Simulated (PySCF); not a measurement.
C₆ coefficients of unlike pairs at UHF

Calculated with PySCF 2.14 from the dipole response of each species, C₆(A,B) = (3/π) ∫ α_A(iu) α_B(iu) du, in atomic units, from isotropic polarisabilities. For ions this is the dispersion term alone; charge-induced terms of lower order in 1/R come first.

```json
{"species": "C(2+)", "configuration": "[He] 2s2 (1S)", "basis": "aug-cc-pwCVTZ (7s6p4d2f)", "relativity": "none", "α (bohr³)": "4.499", "C₆ (like pair)": "7.088"}
{"species": "Zn(3+)", "configuration": "[Ar] 3d9 (2D)", "basis": "aug-cc-pwCVDZ-PP with ECP10MDF (6s6p5d3f)", "relativity": "core potential", "α (bohr³)": "1.129", "C₆ (like pair)": "2.403"}
{"species": "Pb+", "configuration": "[Xe] 4f14 5d10 6s2 6p1 (2P)", "basis": "aug-cc-pwCVTZ-DK3 (11s10p8d5f1g)", "relativity": "spin-free X2C", "α (bohr³)": "28.61", "C₆ (like pair)": "251.8"}
{"species": "Kr(2+)", "configuration": "[Ar] 3d10 4s2 4p4 (3P)", "basis": "aug-cc-pVQZ-DK (8s7p5d3f2g)", "relativity": "spin-free X2C", "α (bohr³)": "7.422", "C₆ (like pair)": "36.32"}
```

**Question.** Estimate C₆ for Kr(2+) with Zn(3+).

**Answer.** The integral gives 8.086. The combination rule 2 C_A C_B / (C_A α_B/α_A + C_B α_A/α_B) gives 8.188 and the geometric mean 9.343.

No spin-orbit coupling is included.

The other pairs:

| pair | C₆ |
| --- | --- |
| Kr(2+), Pb+ | 91.84 |
| Zn(3+), C(2+) | 3.063 |
| Kr(2+), C(2+) | 15.40 |
| Pb+, Zn(3+) | 19.00 |
| Pb+, C(2+) | 42.10 |
